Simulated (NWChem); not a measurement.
Molecule: MoO2ClF; SMILES [O]=[Mo](=[O])([F])[Cl]

def2 effective core potentials on Mo; no spin-orbit coupling.

Give the equilibrium geometry at PBE0/def2-SVP with def2 effective core potentials on Mo (NWChem) as a Z-matrix, with the point group.

point group Cs; any orientation.
```
Mo
O 1 1.6597
O 1 1.6597 2 106.27
F 1 1.8364 2 110.07 3 119.16
Cl 1 2.2580 2 109.23 3 -117.72
```
